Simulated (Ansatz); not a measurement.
In13As13H30⁻, a nanocrystal cut from zinc blende InAs (hydrogen-capped). The state is a doublet with charge -1. Geometry r2SCAN-D4/def2-SVP, that of the neutral singlet; atoms count from 1.

Cartesian coordinates in Å:
```
In 2.987 -1.611 0.115
In 1.352 -1.200 4.339
In 4.630 1.449 3.050
In 2.120 2.590 -0.567
In 0.511 2.882 3.677
In -0.311 -4.503 1.314
In 1.469 -4.831 -2.709
In 0.607 -0.411 -3.315
In -2.621 -3.338 -2.017
In -1.001 -0.100 0.661
In -2.107 4.198 -0.096
In -3.576 1.283 -2.765
In -0.354 3.959 -4.130
As 3.358 -0.925 2.670
As 1.811 -3.996 -0.143
As 0.340 -3.636 3.782
As 1.163 0.116 -0.766
As -0.430 0.430 3.206
As 2.567 2.911 2.048
As 0.133 4.136 -1.460
As -1.328 4.443 2.473
As -1.946 -2.580 0.450
As -0.361 -2.900 -3.275
As -1.248 1.396 -3.970
As -4.237 -1.330 -2.810
As -2.815 1.630 -0.232
H 4.476 -1.555 -0.763
H 1.546 -0.979 6.039
H 5.920 1.529 1.909
H 4.666 1.733 4.754
H 3.567 2.852 -1.478
H 0.668 3.281 5.348
H -1.020 -6.074 1.372
H 2.910 -4.442 -3.571
H 0.614 -6.332 -2.640
H 1.981 -0.296 -4.360
H -3.431 -4.859 -2.103
H -3.371 5.311 -0.474
H -4.903 2.271 -3.257
H 1.172 3.923 -4.931
H -1.731 4.952 -4.455
H 4.331 -1.967 3.187
H 2.823 -4.963 0.442
H 1.289 -4.656 4.375
H -0.814 -3.915 4.721
H -1.716 0.295 3.997
H 3.027 4.352 2.162
H 0.651 5.548 -1.260
H -0.890 5.879 2.669
H -2.557 4.522 3.354
H -3.203 -2.659 1.292
H -0.757 -3.158 -4.716
H -1.624 1.033 -5.394
H -4.688 -1.651 -4.219
H -5.592 -1.505 -2.157
H -4.055 1.470 0.625
```

In the def2 sets In takes a core potential; there is no spin–orbit coupling. Single mean-field runs in def2-SVP are fitted with def2-universal-jkfit.

Question: Estimate the Mulliken populations of the heavy atoms from the PBE0/def2-SVP orbitals of Ansatz.

Answer: 
```csv
atom,charge (e),spin (α − β)
In1,0.33,0.00
In2,0.25,0.08
In3,0.23,0.00
In4,0.33,0.00
In5,0.25,0.08
In6,0.25,0.08
In7,0.23,0.00
In8,0.33,0.00
In9,0.25,0.08
In10,0.21,0.34
In11,0.25,0.08
In12,0.25,0.08
In13,0.23,0.00
As14,-0.28,0.00
As15,-0.28,0.00
As16,-0.11,0.00
As17,-0.44,0.03
As18,-0.21,0.00
As19,-0.28,0.00
As20,-0.28,0.00
As21,-0.11,0.00
As22,-0.21,0.00
As23,-0.28,0.00
As24,-0.28,0.00
As25,-0.11,0.00
As26,-0.21,0.00
```
Mulliken values and Mayer orders depend strongly on the basis.

Question: Where does the spin sit?

Answer: Summed by element: In 0.82, As 0.01, H 0.17, of 1 unpaired in all. Largest on single atoms: In10 0.34, In5 0.08, In9 0.08.

Question: And the Mayer bond orders between bonded heavy atoms (over 0.3)?

Answer: In1–As14 0.74 (2.67 Å); In1–As15 0.74 (2.67 Å); In1–As17 0.78 (2.66 Å); In2–As14 0.84 (2.62 Å); In2–As16 0.67 (2.70 Å); In2–As18 0.77 (2.67 Å); In3–As14 0.68 (2.72 Å); In3–As19 0.68 (2.72 Å); In4–As17 0.78 (2.66 Å); In4–As19 0.74 (2.67 Å); In4–As20 0.74 (2.67 Å); In5–As18 0.77 (2.67 Å); In5–As19 0.84 (2.62 Å); In5–As21 0.67 (2.70 Å); In6–As15 0.84 (2.62 Å); In6–As16 0.67 (2.70 Å); In6–As22 0.77 (2.67 Å); In7–As15 0.68 (2.72 Å); In7–As23 0.68 (2.72 Å); In8–As17 0.78 (2.66 Å); In8–As23 0.74 (2.67 Å); In8–As24 0.74 (2.67 Å); In9–As22 0.77 (2.67 Å); In9–As23 0.84 (2.62 Å); In9–As25 0.67 (2.70 Å); In10–As17 0.82 (2.60 Å); In10–As18 0.60 (2.66 Å); In10–As22 0.60 (2.66 Å); In10–As26 0.60 (2.66 Å); In11–As20 0.84 (2.62 Å); In11–As21 0.67 (2.70 Å); In11–As26 0.77 (2.67 Å); In12–As24 0.84 (2.62 Å); In12–As25 0.67 (2.70 Å); In12–As26 0.77 (2.67 Å); In13–As20 0.68 (2.72 Å); In13–As24 0.68 (2.72 Å).
